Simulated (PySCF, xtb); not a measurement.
FH₃LiN, SMILES [NH3]->[Li][F] (connectivity only; charge and spin as stated), neutral, multiplicity 1.

Harmonic wavenumbers (cm⁻¹) from xtb with GFN2-xTB at its own minimum, in rising order: 120, 120, 220, 286, 286, 880, 1213, 1567, 1567, 3465, 3466, 3475.

Problem. What does PySCF with B3LYP-D3(BJ)/def2-TZVP give at its own minimum? (Estimate from the structure and the level; the computed values follow.)

Solution. 46, 46, 284, 469, 469, 919, 1193, 1669, 1669, 3457, 3560, 3560. Paired by order, the mean absolute difference is 86 cm⁻¹ and the zero-point energies are 23.8 and 24.8 kcal/mol.
